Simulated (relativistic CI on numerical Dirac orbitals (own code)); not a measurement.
Ligand-field terms of d8

Computed with a parametric ligand-field model of a d^n configuration (Racah B and C, spin-orbit zeta, crystal field), exact diagonalisation.

Field parameters in Wybourne normalisation: D3d B²₀ = −7Dσ, B⁴₀ = −14Dq − 21Dτ, B⁴₃ = −14√(10/7) Dq; D4h B²₀ = −7Ds, B⁴₀ = 21(Dq − Dt), B⁴₄ = 21√(5/14) Dq; Oh B⁴₀ = 21Dq, B⁴₄ = √(5/14) B⁴₀. The field is a parameter set, without covalency.

(1) Ground term and bands for B = 760, C = 3040, ζ = 0 cm⁻¹, D3d, 10Dq = 19250, Dσ = -1200, Dτ = -150 cm⁻¹?

(2) Ground term and bands for B = 520, C = 1870, ζ = 0 cm⁻¹, D4h, 10Dq = 19800, Ds = -1500, Dt = -340 cm⁻¹?

(3) Ground term and bands for B = 630, C = 3200, ζ = 0 cm⁻¹, Oh, 10Dq = 6000 cm⁻¹?

(4) Ground term and bands for B = 300, C = 1280, ζ = 0 cm⁻¹, D4h, 10Dq = 23600, Ds = 3000, Dt = 380 cm⁻¹?

(5) A d8 ion in Oh symmetry has the ground term 3A2 and bands at 3T2 7250 cm⁻¹ (1379 nm), 3T1 11957 cm⁻¹ (836 nm), 1E 12071 cm⁻¹ (828 nm), 1T2 18996 cm⁻¹ (526 nm), 1A1 19434 cm⁻¹ (515 nm), 3T1 20743 cm⁻¹ (482 nm). Which parameters reproduce them?

Answers

(1) Ground term 3A2 with 2.00 electrons in the two orbitals of the cubic e set. Spin-allowed: 3E 17479 cm⁻¹ (572 nm), 3A1 20327 cm⁻¹ (492 nm), 3E 26504 cm⁻¹ (377 nm), 3A2 26950 cm⁻¹ (371 nm). Lowest spin-forbidden: 1E 11950 cm⁻¹ (837 nm), 1A1 21432 cm⁻¹ (467 nm), 1E 28708 cm⁻¹ (348 nm).

(2) Ground term 3B1 with 2.00 electrons in the two orbitals of the cubic e set. Spin-allowed: 3B2 19800 cm⁻¹ (505 nm), 3E 20298 cm⁻¹ (493 nm), 3E 27176 cm⁻¹ (368 nm), 3A2 32809 cm⁻¹ (305 nm). Lowest spin-forbidden: 1A1 2919 cm⁻¹, 1B1 7823 cm⁻¹ (1278 nm), 1A1 19600 cm⁻¹ (510 nm).

(3) Ground term 3A2 with 2.00 electrons in the two orbitals of the cubic e set. Spin-allowed: 3T2 6000 cm⁻¹ (1667 nm), 3T1 9941 cm⁻¹ (1006 nm), 3T1 17509 cm⁻¹ (571 nm). Lowest spin-forbidden: 1E 11074 cm⁻¹ (903 nm), 1T2 16786 cm⁻¹ (596 nm), 1A1 17432 cm⁻¹ (574 nm). With an A2 ground term the first spin-allowed band lies at |10Dq| itself.

(4) Ground term 1A1 with 2.00 electrons in the two orbitals of the cubic e set. Spin-allowed: 1B1 11765 cm⁻¹ (850 nm), 1A2 22687 cm⁻¹ (441 nm), 1A1 27927 cm⁻¹ (358 nm), 1E 28833 cm⁻¹ (347 nm). Lowest spin-forbidden: 3B1 6827 cm⁻¹ (1465 nm), 3A2 20035 cm⁻¹ (499 nm), 3E 24351 cm⁻¹ (411 nm).

(5) B = 730, C = 3320, ζ = 0 cm⁻¹, Oh, 10Dq = 7250 cm⁻¹.
